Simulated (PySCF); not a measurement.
# Calculated NMR parameters of Cc1ncc(Cl)o1

```yaml
Formula: C4H4ClNO
SMILES: Cc1ncc(Cl)o1
InChI: InChI=1S/C4H4ClNO/c1-3-6-2-4(5)7-3/h2H,1H3
Point_group_of_the_computed_structure: Cs
Degrees_of_unsaturation: 3
Carbon_signals: 4
Proton_signals: 2
```

Mapped SMILES: `[CH3:1][c:2]1[n:3][cH:4][c:5]([Cl:6])[o:7]1` (H(Xn): hydrogen on atom n).

Theory: PBE0/pcSseg-1 with gauge-including orbitals, GFN2-xTB geometry, in PySCF 2.14 (no relativistic terms, a single conformation, isolated molecule, equivalent nuclei averaged).

Referencing at the same level of theory: 1H and 13C vs TMS; 15N against NH3; 17O vs H2O.

```tsv
carbon	δC, type	δH (multiplicity)	HMBC from (2–3 bonds)	span of the C tensor (ppm)
C1	16.9, CH3	2.55 (s)	–	33
C2	164.6, C	–	H(C4), H(C1)	128
C4	130.9, CH	6.98 (s)	–	145
C5	147.0, C	–	H(C4)	113
```

Other nuclei:
```
atoms  nucleus                         environment  δ (ppm)  σ (ppm)
   N3      15N  pyridine-type nitrogen of an azole    301.1    -33.4
   O7      17O                aromatic ring oxygen    333.8      2.2
```

Carbon types of the structure: 2 × C, 1 × CH, 1 × CH3, which accounts for all hydrogens. δC 164.6: substituted aromatic carbon next to the ring oxygen. δC 147.0: aromatic carbon bearing chlorine. δC 130.9: aromatic CH next to a ring nitrogen. δH 6.98: hydrogen on an aromatic CH next to a ring nitrogen; ring-current deshielding. δH 2.55: hydrogen on a methyl carbon on an aromatic ring; benzylic-type position, deshielded by the ring.

Carbons that carry Cl, above all several Cl atoms, come out too deshielded, partly because spin–orbit coupling is missing. Shifts are as computed. Against solution values, carbons near 30 ppm lie about +3 ppm off and those near 130 ppm about +5 ppm; carbons on Cl a further +6 ppm (rms about the fit 2.1 ppm; single classes can miss by 10 ppm). Of 1328 compounds with measured shifts, 309 miss one by over three times the rms of a fit or turn the order of signals round; such compounds aren't used in these exercises. Signals without a measured value on file couldn't be tested in this way; 1H shifts scatter by 0.2 ppm about their fit, and single ones miss by 0.5 ppm. Unscaled 17O shifts of doubly bonded oxygen tend to come out too high, by tens of ppm or more. Experimental scales use liquid or dissolved standards, which lie at an offset from isolated NH3 (liquid NH3: subtract about 20 ppm) and H2O (liquid H2O: subtract about 36 ppm). Unscaled 15N shifts of sp2 nitrogen often come out too high even then, by a few to some tens of ppm. Multiplicities follow the n + 1 count of equivalent neighbours, as no J values were calculated; m marks all less simple cases, F and P coupling included.
